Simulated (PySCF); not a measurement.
Frontier orbitals and the lowest excitations

C2H10GeOSi2.
Atom-mapped SMILES: `[GeH3:1][O:2][CH:3]1[SiH2:4][CH2:5][SiH2:6]1` (hydrogens: H7, H8, H9 on Ge1; H10 on C3; H11, H12 on Si4; H13, H14 on C5; H15, H16 on Si6)

Cartesian coordinates in Å at the PBE0-D3(BJ)/def2-SVP level; atoms count from 1:
```
atom  x, y, z in Å
Ge1    2.8543    0.1740   -0.3420
O2     1.2459    0.3077   -1.1090
C3     0.1584   -0.3011   -0.4740
Si4   -0.5236    0.1898    1.2654
C5    -2.2709   -0.2199    0.6372
Si6   -1.6110    0.0277   -1.1306
H7     3.7907    1.0179   -1.2135
H8     3.2749   -1.3102   -0.3065
H9     2.7411    0.7220    1.0974
H10    0.2525   -1.4136   -0.4454
H11   -0.3619    1.6548    1.5166
H12   -0.0290   -0.5679    2.4592
H13   -2.5381   -1.2708    0.8344
H14   -3.0974    0.4225    0.9701
H15   -1.7623    1.4482   -1.5668
H16   -2.1329   -0.8773   -2.2023
```

Computed, not measured: PySCF 2.14.0, density-fitted response routines, TDDFT CAM-B3LYP/def2-SVPD, vertical, gas phase, core orbitals frozen in the response. The CAM-B3LYP/def2-SVPD calculation is non-relativistic and has no spin–orbit coupling, an omission that weighs most on germanium.

Frontier orbitals with the atoms that hold most of them (Löwdin shares over 4%, at most four atoms; ? is withheld):

```tsv
orbital	ε (eV)	atoms
HOMO-3	-10.67	Si6 21%, H15 16%, H16 11%, Si4 9%
HOMO-2	-9.54	C5 44%, Si6 17%, Si4 16%, H16 5%
HOMO-1	-9.02	O2 39%, C3 20%, Si6 9%, H10 8%
HOMO	?	?
LUMO	0.51	?
LUMO+1	0.88	Ge1 48%, H7 12%, H9 11%, H8 11%
LUMO+2	1.13	Si6 19%, Si4 19%, C5 8%, Ge1 8%
```

Q: Give the leading atoms of the HOMO.

A: O2 (bonded to C and Ge) 32%; C3 (bonded to O, 2 Si and H) 27%; Si4 (bonded to 2 C and 2 H) 15%; Si6 (bonded to 2 C and 2 H) 8%. By element: oxygen 32%, carbon 27% or more, silicon 23%.

Q: Give the leading atoms of the LUMO.

A: Ge1 (bonded to O and 3 H) 20%; C3 (bonded to O, 2 Si and H) 10%; Si4 (bonded to 2 C and 2 H) 10%; Si6 (bonded to 2 C and 2 H) 8%. By element: germanium 20%, silicon 18%, carbon 10% or more.

Q: What is the HOMO energy, and the HOMO–LUMO gap?

A: ε(HOMO) = -8.33 eV; the gap is 8.84 eV (0.3248 hartree).

Q: How does S1 compare with the orbital gap of 8.84 eV?

A: S1 is at 5.63 eV (f = 0.0051), 3.21 eV below the gap, made of HOMO→LUMO (92%). Without the coupling terms of the response equations the lowest excitation would equal the gap.

Q: Give energy, strength and leading configuration of S1 and S2, and follow the Löwdin shares of the leading atoms from the occupied to the empty orbital.

A: 
- S1 (5.63 eV, f 0.0051), HOMO→LUMO (92%): O2 32% → at most 9%, C3 27% → 10%, Ge1 at most 9% → 20%
- S2 (6.28 eV, f 0.0037), HOMO-1→LUMO (80%): O2 39% → at most 9%, C3 20% → 10%, Ge1 at most 9% → 20%

One conformer stands for the species.
